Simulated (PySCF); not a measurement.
Ionisation energy of Dy⁴⁸⁺ by level of theory

Dy⁴⁸⁺ [Ar] (1S) → Dy⁴⁹⁺ [Ne] 3s2 3p5 (2P), as a difference of total energies. Calculation: PySCF 2.14, in an even-tempered Gaussian basis (17 s from 11 bohr⁻², ratio 2.5; 12 p from 14 bohr⁻², ratio 2.5; 4 d from 60 bohr⁻², ratio 2.7; 4 f from 90 bohr⁻², ratio 2.7); scalar relativity by spin-free X2C-1e. Correlated levels: outer shells: 1s2 frozen; virtual orbitals above 40 to 60 times the deepest correlated orbital energy dropped. The calculations carry no spin-orbit coupling.

```
                method  ionisation energy (eV)
                   UHF                  4368.8
    MP2 (outer shells)                  4369.9
SCS-MP2 (outer shells)                  4369.7
   CCSD (outer shells)                  4369.8
CCSD(T) (outer shells)                  4369.8
```

A first-order spin-orbit estimate (lowest level to lowest level, LS coupling) adds -62.986 eV.

Breit and QED terms and the two-electron picture change are absent.

For comparison: 4303 ± 4 eV (theoretical estimate listed by NIST; NIST Atomic Spectra Database, ionization energies).
